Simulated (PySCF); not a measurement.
CH5GaO. Atoms are numbered in the order given.

```xyz
8

Ga     0.0502    -0.7785     0.0000
H     -1.0835    -1.8482     0.0000
H      1.6111    -0.9408     0.0000
O     -0.5682     0.9022     0.0000
C      0.2035     2.0743     0.0000
H      1.2958     1.8836     0.0000
H     -0.0276     2.6877     0.8908
H     -0.0276     2.6877    -0.8908
```

Geometry optimised at B3LYP-D3(BJ)/def2-SVP.

Method: PySCF with B3LYP-D3(BJ)/def2-SVP.

Frequencies are harmonic and unscaled.

Computed harmonic wavenumbers and intensities:
```
mode  ν (cm⁻¹)  IR (km/mol)  Raman (Å⁴/amu)  depolarisation  moving atoms (share of kinetic energy)
----  --------  -----------  --------------  --------------  --------------------------------------
1          115          2.9             0.1            0.75                          H 81 %, O 16 %
2          210          1.7             1.8            0.30          H 32 %, C 30 %, O 29 %, Ga 9 %
3          236          3.1             9.7            0.75                          H 80 %, O 15 %
4          526         68.0            13.1            0.71                                  H 82 %
5          602        101.4             0.5            0.75                                  H 94 %
6          615         75.6            10.7            0.13         O 56 %, Ga 21 %, C 11 %, H 11 %
7          719        131.5            10.6            0.70                                  H 97 %
8         1136        182.2             7.3            0.68                  O 45 %, C 39 %, H 16 %
9         1178          0.2             1.2            0.75                          H 77 %, C 19 %
10        1201         31.3             2.5            0.14                  H 61 %, C 22 %, O 17 %
11        1466          0.5            21.3            0.75                                  H 96 %
12        1475         23.0            13.3            0.66                          H 89 %, C 10 %
13        1478         14.7            26.9            0.72                                  H 95 %
14        1958        116.5           150.8            0.17                                  H 99 %
15        2006        147.6           135.2            0.25                                  H 98 %
16        2964         93.1           144.9            0.01                                  H 97 %
17        3035         59.5           113.3            0.42                           H 91 %, C 9 %
18        3051         45.5           142.3            0.75                          H 90 %, C 10 %
```
